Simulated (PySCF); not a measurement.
Some computed properties have been withheld. Give your best values.

Compound: TiBr4 (singlet state).
Structure used (PBE0-D3(BJ)/def2-SVP), in Å, numbered top down from 1:
```xyz
5
TiBr4 angstrom
Ti     0.015   -0.016    0.009
Br    -0.174   -0.079    2.310
Br     2.234   -0.023   -0.612
Br    -0.991    1.868   -0.856
Br    -1.009   -1.860   -0.913
```

| property | level | value |
| --- | --- | --- |
| rotational constants A, B, C | PBE0-D3(BJ)/def2-SVP | 0.459, 0.450, 0.447 GHz |
| dipole moment | wB97X-D/def2-SVPD | 0.02 D |
| HOMO energy | wB97X-D/def2-SVPD | -10.59 eV |
| LUMO energy | wB97X-D/def2-SVPD | ? |
| lowest singlet excitation | TDDFT wB97X-D/def2-SVPD | 3.59 eV (345 nm, f = 0.000 summed over 2 states within 0.01 eV) |
| strongest line among the 15 lowest singlet transitions | TDDFT wB97X-D/def2-SVPD | ? |
| lowest triplet excitation (Tamm–Dancoff) | TDA wB97X-D/def2-SVPD | 3.40 eV |
| static isotropic polarisability | wB97X-D/def2-SVPD | 127.4 au |
| electronic spatial extent ⟨r²⟩ about the centre of nuclear charge | wB97X-D/def2-SVPD | ? |

Gas-phase values; electronic properties from PySCF, density fitting. Isolated species at its PBE0-D3(BJ)/def2-SVP geometry, gas phase. Relativistic effects, spin–orbit coupling among them, are left out although an element past zinc is present.

Problem. Give the electronic spatial extent ⟨r²⟩ about the centre of nuclear charge.

Solution. 2857 bohr².

Problem. The LUMO energy?

Solution. -2.28 eV.

Problem. What is the strongest line among the 15 lowest singlet transitions?

Solution. S4/S5/S6 at 3.81 eV (325 nm, f = 0.066 summed over these states).

No computed singlet falls in the visible range (750 to 380 nm, 1.65 to 3.26 eV); S1 lies 0.33 eV above its blue end. The rotational constants are those of a nearly prolate symmetric top. The polarisability is 18.89 Å³ as a volume (1 au = 0.148185 Å³), or 0.79 au for each of the 162 electrons.
